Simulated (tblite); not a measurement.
Start geometry of `[C+](=[C]C(O)=O)C(C)=S` [radical] from a force field or distance geometry (Å):
```
atom  x, y, z in Å
C1    -2.2724   -0.8144   -0.6960
C2    -1.5820    0.0792    0.2755
S3    -2.3357    0.9208    1.4957
C4    -0.1417    0.1713    0.2186
C5     1.0569    0.2270    0.1780
C6     2.4837    0.3001    0.1026
O7     3.1917   -0.6340   -0.2330
O8     2.9998    1.5049    0.4453
H9    -3.3374   -0.5632   -0.7776
H10   -1.8261   -0.7154   -1.6796
H11   -2.1924   -1.8547   -0.3721
H12    3.9569    1.3779    0.3521
```

Problem. What comes out of this run: GFN2-xTB geometry optimisation, gas phase (tblite)?

Solution. 
```
atom  x, y, z in Å
C1    -2.2231   -0.6440   -0.8089
C2    -1.5760   -0.0624    0.3827
S3    -2.3889    0.3914    1.7306
C4    -0.1841    0.0998    0.3680
C5     1.0162    0.2483    0.3225
C6     2.4767    0.3050    0.3778
O7     3.0632   -0.4539    1.0962
O8     2.9694    1.2275   -0.4035
H9    -3.2992   -0.7341   -0.6845
H10   -2.0029   -0.0259   -1.6838
H11   -1.7924   -1.6268   -1.0202
H12    3.9423    1.2745   -0.3676
```

The energy falls by 0.233 eV over 121 L-BFGS steps, the largest force on an atom goes from 2.25 to 0.007 eV/Å, and the atoms move by 0.634 Å rms after alignment. The bond that changes most is C6–O8 (ends: carbon bonded to C and 2 O; oxygen bonded to C and H), which shortens by 0.049 Å. Bonds longer at the end by more than 0.005 Å: 3 of 11; shorter: 6. Among the angles that change most is C6–O8–H12, from 103.6° to 112.9°. Among the dihedrals that turn most is H11–C1–C2–S3, from -98° to -122°. Rotational constants go from 3883, 705.9, 613.5 to 3992, 693.6, 644.5 MHz. The orientation of the end geometry is arbitrary; only internal coordinates are fixed.

The run took 0.77 s of wall time on one thread, Arm Neoverse V1 (aarch64), shared host with 32 logical CPUs at a one-minute load of 19.

Its GFN2-xTB frequencies are all real (lowest 18 cm⁻¹). 3 starts were optimised and ended at 0.00, 0.00 and 0.03 kcal/mol (GFN2-xTB); the lowest of these is shown.

One conformer stands for the species.

All values are computed, not measured.
